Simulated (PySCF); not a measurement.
Several orderings of computed values.

Each SMILES stands for a single optimised conformer of the isolated species, non-relativistic unless stated. Electronic properties by PySCF.

The conformers computed, where there is a choice (atom-mapped SMILES and torsion angles):
- `[CH2:1]=[C:2]([CH3:3])/[P:4]=[CH:5]\[C:6]([F:7])([F:8])[F:9]`: C1–C2–P4–C5 78°, P4–C5–C6–F7 -73°
- `[CH3:1][C@H:2]([SiH2:3][NH:4][SiH3:5])[SiH:6]([CH3:7])[CH3:8]`: C1–C2–Si3–N4 -174°, C2–Si3–N4–Si5 136°, C1–C2–Si6–C7 78°
- `[CH3:1][C:2](=[O:3])[CH:4]1[CH2:5][NH:6][CH2:7]1`: C1–C2–C4–C5 -179°
- `[CH3:1][CH2:2][Si:3]([CH3:4])([CH3:5])[N:6]([SiH3:7])[SiH3:8]`: C1–C2–Si3–C4 -67°, C2–Si3–N6–Si7 68°

The conformers of `CC(C)[C@@H]1SCS[C@H]1F`, `CC1=CC[C@@](F)(C(F)(F)F)CO1` and `CC(C)OP1(=O)OCCO1` aren't listed.

Task: Rank by HOMO energy, lowest first (PBE0/pcSseg-1 at GFN2-xTB geometries).
A. `CC(C)OP1(=O)OCCO1`
B. `C[C@H]([SiH2]N[SiH3])[SiH](C)C`
C. `C=C(C)/P=C\C(F)(F)F`
D. `CC(=O)C1CNC1`
E. `CC1=CC[C@@](F)(C(F)(F)F)CO1`
F. `CC(C)[C@@H]1SCS[C@H]1F`
G. `C1CC1`
H. `O=S1(=O)C=Cc2ccccc21`

Result: G (-8.44 eV), A (-8.25 eV), C (-7.58 eV), H (-7.47 eV), B (-7.12 eV), E (-6.80 eV), F (-6.66 eV), D (-6.50 eV).

Task: Give the two extremes of that set in hartree.

Result: `C1CC1`: -0.310 Eh; `CC(=O)C1CNC1`: -0.239 Eh.

Task: Rank by smallest rotational constant, highest first (GFN2-xTB).
A. `O=S1(=O)C=Cc2ccccc21`
B. `CC(=O)C1CNC1`
C. `C=C(C)/P=C\C(F)(F)F`
D. `C[C@H]([SiH2]N[SiH3])[SiH](C)C`
E. `CC[Si](C)(C)N([SiH3])[SiH3]`

Result: B (1.639 GHz), C (0.929 GHz), E (0.844 GHz), A (0.689 GHz), D (0.530 GHz).

Task: Rank by HOMO–LUMO gap, highest first (PBE0/pcSseg-1 at GFN2-xTB geometries).
A. `C=C(C)/P=C\C(F)(F)F`
B. `CC(=O)C1CNC1`
C. `C1CC1`
D. `C([Si](C)(C)N([SiH3])[SiH3])C`
E. `CC(C)[C@@H]1SCS[C@H]1F`

Result: C (10.26 eV), D (7.29 eV), E (6.57 eV), B (6.07 eV), A (5.10 eV).

Task: By how much do the two ends of that ranking differ?

Result: By 5.16 eV, between `C1CC1` and `C=C(C)/P=C\C(F)(F)F`.

Task: Rank by dipole moment, lowest first (PBE0/pcSseg-1 at GFN2-xTB geometries).
A. `C1=CS(=O)(c2c1cccc2)=O`
B. `CC(=O)C1CNC1`
C. `C=C(C)/P=C\C(F)(F)F`
D. `C1CC1`
E. `C[C@H]([SiH2]N[SiH3])[SiH](C)C`
F. `CC[Si](C)(C)N([SiH3])[SiH3]`

Result: D (0.00 D), F (0.62 D), E (1.04 D), C (1.75 D), B (2.08 D), A (5.34 D).

Task: Give the two extremes of that set in atomic units.

Result: `C1CC1`: 0.00 au; `O=S1(=O)C=Cc2ccccc21`: 2.10 au.
